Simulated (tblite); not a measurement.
C₄H₈OPSi (doublet state).
SMILES with atom numbers: `[CH2:1]=[C:2]1[O:3][Si:4]([PH2:5])[C@H:6]1[CH3:7]` (hydrogens: H8, H9 on C1; H10, H11 on P5; H12 on C6; H13, H14, H15 on C7)
Bond orders are those of one Lewis drawing.

Computed with GFN2-xTB (tblite), gas phase: L-BFGS steps from a force-field or distance-geometry start until the largest atomic force falls under 0.01 eV/Å.

The end geometry, which sets the zero of energy:
```
atom  x, y, z in Å
C1     -2.3041   -0.9529   -0.3804
C2     -1.0372   -0.7874   -0.0554
O3     -0.0537   -1.7261   -0.2477
Si4     1.2168   -0.8476    0.4590
P5      2.7431   -0.4156   -1.1450
C6     -0.3117    0.3731    0.5681
C7     -0.2257    1.6117   -0.3055
H8     -3.0185   -0.1696   -0.2071
H9     -2.6523   -1.8607   -0.8386
H10     3.6788    0.0788   -0.2500
H11     3.2806   -1.6926   -1.1012
H12    -0.7028    0.6269    1.5539
H13    -1.2126    2.0554   -0.4334
H14     0.4303    2.3530    0.1475
H15     0.1645    1.3616   -1.2917
```

Question: These geometries come from the run, each turned onto the end geometry. Order them by energy, lowest first.
A.
```
atom  x, y, z in Å
C1     -2.2308   -1.0106   -0.3994
C2     -0.9883   -0.7764   -0.0247
O3      0.0463   -1.6680   -0.1654
Si4     1.2406   -0.7290    0.5993
P5      2.7892   -0.2076   -0.9577
C6     -0.3395    0.4277    0.6001
C7     -0.2487    1.6256   -0.3281
H8     -2.9914   -0.2639   -0.2656
H9     -2.5125   -1.9447   -0.8504
H10     3.8801   -0.4276   -0.1328
H11     2.8171   -1.5010   -1.4617
H12    -0.7881    0.7105    1.5523
H13    -1.2340    2.0715   -0.4665
H14     0.4260    2.3786    0.0788
H15     0.1294    1.3229   -1.3056
```
B.
```
atom  x, y, z in Å
C1     -2.2976   -1.0084   -0.3518
C2     -1.0313   -0.7785   -0.0639
O3     -0.0090   -1.6704   -0.2773
Si4     1.2129   -0.7848    0.5063
P5      2.7925   -0.2538   -1.0156
C6     -0.3469    0.4032    0.5635
C7     -0.2172    1.6189   -0.3382
H8     -3.0473   -0.2670   -0.1487
H9     -2.6121   -1.9293   -0.8076
H10     3.8208   -0.2037   -0.0863
H11     3.0567   -1.5782   -1.3405
H12    -0.7770    0.6819    1.5258
H13    -1.1817    2.1059   -0.4755
H14     0.4723    2.3372    0.1019
H15     0.1604    1.3349   -1.3196
```
C.
```
atom  x, y, z in Å
C1     -2.4807   -0.9570   -0.0761
C2     -1.1953   -0.6842   -0.2111
O3     -0.2642   -1.4689   -0.8690
Si4     1.0310   -1.0741    0.1917
P5      3.2870   -0.6189   -0.0108
C6     -0.3194    0.3197    0.4721
C7     -0.0989    1.5319   -0.4523
H8     -3.1374   -0.3608    0.5336
H9     -2.9297   -1.7782   -0.5988
H10     3.5081   -1.5098   -1.0432
H11     3.3940    0.4550   -0.8783
H12    -0.6453    0.6203    1.4699
H13    -0.8187    1.5107   -1.2753
H14    -0.2433    2.4592    0.0965
H15     0.9084    1.5632   -0.8765
```
D.
```
atom  x, y, z in Å
C1     -2.1534   -1.0363   -0.4065
C2     -0.9276   -0.7470   -0.0129
O3      0.1146   -1.6409   -0.0414
Si4     1.2974   -0.6238    0.6328
P5      2.9901   -0.2830   -0.8459
C6     -0.3168    0.5007    0.5667
C7     -0.3499    1.7282   -0.3256
H8     -2.9328   -0.2957   -0.3867
H9     -2.3910   -2.0267   -0.7519
H10     3.8843   -1.0979   -0.1623
H11     2.6375   -1.3272   -1.6875
H12    -0.7617    0.7417    1.5348
H13    -1.3821    1.9699   -0.5888
H14     0.0824    2.5808    0.1940
H15     0.2043    1.5653   -1.2461
```
E.
```
atom  x, y, z in Å
C1     -1.9988   -1.0697   -0.4691
C2     -0.8456   -0.7586    0.0785
O3      0.2091   -1.6342    0.1887
Si4     1.3447   -0.5338    0.8166
P5      2.8811   -0.2858   -0.8507
C6     -0.3106    0.5305    0.6465
C7     -0.2893    1.7379   -0.2811
H8     -2.7832   -0.3394   -0.5479
H9     -2.1836   -2.0582   -0.8484
H10     3.5504   -1.4550   -0.4961
H11     2.0985   -0.9989   -1.7503
H12    -0.8395    0.7474    1.5748
H13    -1.2178    1.8073   -0.8535
H14    -0.1384    2.6671    0.2719
H15     0.5186    1.6514   -1.0074
```

Answer: B (0.010 eV), A (0.020 eV), D (0.088 eV), E (0.165 eV), C (0.725 eV).

In the order of the answer:

```csv
step,E above end (eV),largest force (eV/Å),rms force component (eV/Å),rms distance from end (Å),rms bond change (Å),bond most changed (Å)
125,0.010,0.06,0.018,0.154,0.001,P5–H11 +0.003
111,0.020,0.06,0.018,0.246,0.001,O3–Si4 +0.002
81,0.088,0.14,0.045,0.462,0.005,Si4–P5 +0.017
69,0.165,0.38,0.095,0.685,0.008,Si4–P5 +0.025
14,0.725,0.33,0.101,0.949,0.017,Si4–P5 +0.055
```

The cost below is that of the whole relaxation. Hardware: Arm Neoverse V2, one thread, shared host. Cost: 1.0 s.
